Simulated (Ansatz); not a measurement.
Input file for Ansatz (an electronic-structure program): R-wB97M-V/def2-TZVPP on H2 (SMILES [H][H]).

Ansatz 0.2 input:
```yaml
crystal:
  periodic: [false, false, false]
  atoms:
    - {symbol: H, position_ang: [0.00000000, 0.00000000, 0.37198582]}
    - {symbol: H, position_ang: [-0.00000000, -0.00000000, -0.37198582]}
basis:
  gaussian:
    orbitals: def2-TZVPP
hamiltonian:
  xc: {name: wB97M-V}
scf: {lower_state_search: off}
```

The log:

```
WARN ansatz: RAYON_NUM_THREADS=4 ignored (pool sized by the plan → 4); use --threads N
Functional definition: wB97M-V
these checks for a lower state are left out or cut short: stability, starts, cluster_reference, orbital_swaps, neighbouring_geometries, increment
integrals: 0.00 GiB planned
118 factors; their error is unknown
integrals: 0.04 GiB planned
42 factors; integrals over basis functions are off by at most 3.0e-5 eV
mean field: 0.07 GiB planned
mean field evaluation 1: about -31.5662 eV, gradient 3.7e0 eV
mean field evaluation 2: about -31.5934 eV, gradient 2.6e-1 eV
mean field evaluation 4: about -31.6019 eV, gradient 3.2e-1 eV
mean field evaluation 8: about -31.6015 eV, gradient 1.3e-4 eV
mean field -31.60149164 eV, -1.1613333976 hartree, gradient 2.2e-7 eV, S^2 0.000000; 0 other end points of the search recorded, 0 dependent functions left out
reference -31.60151589 eV, -1.1613342887 hartree; 1, 1 occupied and 27, 27 virtual orbitals, 118 factors
Total energy: -31.60151589 eV, -1.1613342887 hartree
Checks for a lower state left out: stability, starts, cluster_reference, orbital_swaps, neighbouring_geometries, increment
```

The run converged.

Cost: around 0.21 core-seconds (rough).
